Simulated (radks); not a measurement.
Initial-state core-level shifts of neutral mercury when its valence configuration changes from [Hg]. All-electron calculation, Dirac Kohn-Sham, PBE, spin-unpolarised, spherical densities, finite nucleus; open shells fill j = l - 1/2 first; Fermi nuclear charge, rms radius 5.4648 fm. Program: a radial shooting solver on a logarithmic mesh with Libxc functionals. Shifts are changes of the shell-averaged eigenvalues in eV (positive: less bound); the change of the density at the nucleus, which sets a Mossbauer isomer shift, is in e/bohr^3, on a base of 2.324e+06.

| valence | 1s | 2p | 3d | 5s | density at nucleus |
|---|---|---|---|---|---|
| [Xe] 4f13 5d10 6s2 6p1 | -17.698 | -18.925 | -21.026 | -9.171 | +249.6 |
| [Xe] 4f14 5d10 6s1 6p1 | -1.730 | -1.692 | -1.701 | -1.727 | -142.1 |
| [Xe] 4f13.5 5d9.5 6s2 6p1 | -11.248 | -11.925 | -12.960 | -7.018 | +157.7 |
| [Xe] 4f13.5 5d10 6s2 6p0.5 | -8.763 | -9.363 | -10.401 | -4.579 | +122.7 |
| [Xe] 4f14 5d9.5 6s2 6p0.5 | -2.480 | -2.545 | -2.545 | -2.458 | +33.3 |
